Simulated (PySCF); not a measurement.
# A small calculation by hand: oscillator strength and radiative lifetime

In(F)(Et)(OH) (C2H6FInO), SMILES C[CH2][In]([OH])[F].

Geometry optimised at B3LYP-D3(BJ)/def2-SVP. The structure was generated by enumeration; whether it is a known compound was not checked. The def2 effective core potentials stand for the cores of In; spin–orbit coupling is left out. The values are those of a single conformer.

TDA-PBE0/def2-SVPD in PySCF puts the first singlet state with f over 0.02 at 5.84 eV (vertical), with the transition dipole (-0.270, 0.083, 0.269) in atomic units.

Question: Find the oscillator strength, the wavelength and the radiative lifetime that this transition would have in vacuum if emission retraced absorption.

Answer: 
|μ|² = 0.1522 au, so |μ| = 0.99 D. ΔE = 5.84/27.211 = 0.2146 hartree. f = (2/3) ΔE |μ|² = 0.022 (the program prints 0.022).
λ = 1239.84/5.84 = 212 nm; ν = 47103 cm⁻¹.
Einstein's coefficient A = 0.6670 ν² f s⁻¹ (ν in cm⁻¹) = 3.2e7 s⁻¹, so τ = 1/A = 31 ns. This state is S2; the lower singlet has f = 0.020. The figure is the radiative limit of this one transition; relaxation, internal conversion, crossing to triplets and a medium change what is measured.
